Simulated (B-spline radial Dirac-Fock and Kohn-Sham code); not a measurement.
The He-like isoelectronic sequence (2 electrons), Z = 56 to 64

These are calculated numbers from a radial finite-basis atomic code; the model is Dirac-Fock energy differences between relaxed states, corrected for Breit and QED terms. Binding energies in eV, tabulated ground configurations (1s2 throughout). The model has no electron correlation.

```
  ion  outermost level  NIST ionisation energy
Ba⁵⁴⁺     43482.5 (1s)         43485.37 ± 0.04
La⁵⁵⁺     45142.1 (1s)            45145 ± 0.04
Ce⁵⁶⁺                ?                       ?
Pr⁵⁷⁺     48568.7 (1s)         48571.71 ± 0.05
Nd⁵⁸⁺     50336.5 (1s)         50339.59 ± 0.06
Pm⁵⁹⁺     52141.1 (1s)         52144.29 ± 0.06
Sm⁶⁰⁺     53982.8 (1s)         53986.12 ± 0.07
Eu⁶¹⁺     55862.5 (1s)         55865.93 ± 0.08
Gd⁶²⁺     57780.4 (1s)         57783.91 ± 0.08
```

Question: Fill in the row of Ce⁵⁶⁺.

Answer: outermost 46837.3 (1s), NIST 46840.31 ± 0.05 eV.

NIST's values are for the lowest levels; a dash marks a value that is missing or belongs to another shell. Their kind here: theoretical.
